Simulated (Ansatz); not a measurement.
I₂ (`II`), relaxed with RKS PBE-D4/def2-SVP in the Gaussian-basis code of Ansatz from a rough embedded geometry. The force threshold is 0.03 eV/Å; the program also tests the step.

Charge 0, multiplicity 1. I takes the def2 core potential.

Start:

```xyz
2

I    -1.062   -0.784   -0.182
I     1.062    0.784    0.182
```

By how much does the energy fall, and how many steps does the optimiser take? (Estimate.)

Computed: 0.01 eV, in 2 steps.

Which bonds change most? (Best estimate.)

Computed: I1–I2 from 2.665 to 2.716 Å.

Give the relaxed structure. (Best estimate.)

Computed: 
```xyz
2

I    -1.082   -0.799   -0.185
I     1.082    0.799    0.185
```
